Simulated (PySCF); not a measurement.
Relaxation of singlet IOF3

Level of theory: PBE0 in PySCF with I def2-SVP with ECP28, O def2-SVP, F def2-SVP; scalar-relativistic core potentials, no spin–orbit coupling; density-fitted integrals. A (50,194) grid was used.

A start displaced from a saddle point along its imaginary mode, with no symmetry imposed:

Coordinates in bohr (charge 0 multiplicity 1):
```
I     0.0040    0.1504    0.1504
O     0.0080   -2.5907   -1.7434
F     3.3336   -0.6681    1.6045
F    -3.3399   -0.6448    1.5872
F    -0.0270    2.4896   -2.7283
```

Optimiser trace:
| step | E − E(last) (kJ/mol) | largest gradient (Eh/bohr) |
| --- | --- | --- |
| 0 | 65.81 | 0.00269 |
| 1 | 64.98 | 0.00300 |
| 2 | 46.58 | 0.01388 |
| 3 | 29.71 | 0.03490 |
| 4 | 13.55 | 0.01374 |
| 5 | 6.10 | 0.01336 |
| 6 | 2.92 | 0.01125 |
| 7 | 1.78 | 0.00693 |
| 8 | 0.63 | 0.00437 |
| 9 | 0.13 | 0.00319 |
| 10 | 0.02 | 0.00193 |
| 11 | 0.01 | 0.00121 |
| 12 | 0.00 | 0.00006 |

It ends at Cs with I–F 1.907 Å, I–F 1.943 Å (×2), I–O 1.768 Å; F–I–F 84.0° (×2), F–I–F 166.6°, F–I–O 94.5° (×2), F–I–O 105.8° (after a last refinement on a finer grid). A frequency run shows a minimum.

Final geometry:
```xyz
5
charge 0 multiplicity 1, angstrom
I    -0.0008   -0.0706    0.2047
O     0.0024   -1.4974   -0.8387
F     1.9293    0.1507    0.1651
F    -1.9304    0.1527    0.1504
F     0.0044    1.4330   -0.9689
```

The relaxation took roughly 70 core-seconds on a shared host.
